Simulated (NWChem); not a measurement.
Spin states of germanium monoxide (GeO)

```xyz
2

Ge     0.0000     0.0000     0.3297
O      0.0000     0.0000    -1.3189
```
Charge 0, spin multiplicity 1.

Program: NWChem. Structure: optimised with PBE/def2-SVP, a minimum by its harmonic frequencies.

Basis set: def2-TZVP. The gap is E(triplet) − E(singlet) at the geometry of the singlet, so a negative value puts the higher spin lower. Open shells are unrestricted, and the singlet is the closed-shell solution. The triplet is the single determinant that the SCF runs reached, with unpaired electrons in orbitals of symmetry a1 and b1 (C2v labels); it need not be the lowest triplet, which in molecules with degenerate π orbitals can need several determinants.

The Hamiltonian is non-relativistic. The correlated methods keep 10 core orbitals frozen. B3LYP has NWChem's definition, with VWN1-RPA local correlation. The stability of the SCF solutions was not checked. Open-shell Hartree-Fock references start from PBE0 orbitals.

Task: Order these methods by the vertical singlet-triplet gap they give, lowest first: B3LYP, BHandHLYP, HF, TPSS, B2PLYP, MP2.

Result: HF (62.8 kcal/mol), BHandHLYP (82.5 kcal/mol), TPSS (85.6 kcal/mol), B3LYP (87.9 kcal/mol), B2PLYP (93.7 kcal/mol), MP2 (106.8 kcal/mol)
